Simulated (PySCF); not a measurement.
## MSi for M along the second period

PBE0 with triple-zeta basis sets in PySCF, for the lowest determinant that a PBE0 search found; no spin–orbit coupling. De refers to high-spin ground-configuration atoms. A positive dipole means M(−)Si(+).

```
 M         basis  state (unpaired electrons)  Re (Å)  ωe (cm⁻¹)  De (eV)  μ (D)
Li    def2-TZVPP         quartet (σ ↑, π ↑↑)   2.363        454     1.79  -5.99
Be    def2-TZVPP              triplet (π ↑↑)   2.122        576     1.64  -1.84
 B    def2-TZVPP         quartet (σ ↑, π ↑↑)   1.904        772     3.56   0.48
 C  x2c-TZVPPall          triplet (σ ↑, π ↑)   1.710        994     4.41   1.59
 N  x2c-TZVPPall               doublet (σ ↑)   1.563       1195     4.44   2.66
 O    def2-TZVPP      singlet (closed shell)   1.508       1274     7.90   3.05
```

(1) By what factor does the well depth vary along the series?

The rows differ in basis set, which adds steps of its own.

The state changes along the series, so neighbouring rows are not always alike in their bonding.

States were picked by a PBE0 search and need not be the measured ground states.

Results:

(1) At PBE0 it runs from 1.64 eV (BeSi) to 7.90 eV (SiO), a factor of 4.82.
